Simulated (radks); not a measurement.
The numbers below are computed, except where a source is named.
Q: These are the eigenvalues of the occupied orbitals of an atom or ion with whole-number occupations (Ry). Code: a radial shooting solver on a logarithmic mesh with Libxc functionals. Model: scalar-relativistic Kohn-Sham, SCAN, spin-polarised, spherical densities, finite nucleus; meta-GGA in the generalised Kohn-Sham scheme; Fermi nuclear charge, rms radius of each element as measured or else 0.836 A^(1/3) + 0.57 fm.

| orbital | eigenvalue |
|---|---|
| 1s | -17.22854 |

Which element is it, and in what charge state? The configuration may be excited. Open shells, if any, are filled with parallel spins first.

A: Z = 5, boron, charge +3: B3+ in [He]. The 1s level, -8.6143 hartree, gives Z - s = 4.2 by -(Z - s)^2/2, which with screening and relativity narrows Z to a few neighbours, and with so few levels the electron count can be read from the list.
